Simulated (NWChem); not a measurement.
A series in which one site is exchanged, each optimised at PBE0/def2-SVP with NWChem, gas phase unless a solvent is named. All stand in one matching conformer (torsions within 35°), which need not be the lowest. Some are not confirmed as minima by frequencies. def2 effective core potentials on Cd, Te; no spin-orbit coupling.

A: C[O][Mg][SiH3] (CH$_{6}$MgOSi; site = Mg)
B: [Cd]([O]C)[SiH3] (CH6CdOSi; site = Cd)
C: CO[Te][SiH3] (CH₆OSiTe; site = Te)

Values for A:

- dipole (D), PBE0/def2-SVP = 0.49
- orbital gap (eV), PBE0/def2-SVP = 6.21
- static polarisability, PBE0/def2-SVPD (bohr³) = 80.0
- lowest singlet excitation, PBE0/def2-SVPD, TDA (eV) = 4.99

**Question.** How do these values change for the other members?

**Answer.** 
| change from A | B | C |
|---|---|---|
| dipole (D), PBE0/def2-SVP | +0.91 | +0.91 |
| orbital gap (eV), PBE0/def2-SVP | -0.37 | -1.74 |
| static polarisability, PBE0/def2-SVPD (bohr³) | +4.1 | +11.0 |
| lowest singlet excitation, PBE0/def2-SVPD, TDA (eV) | -0.36 | -2.05 |
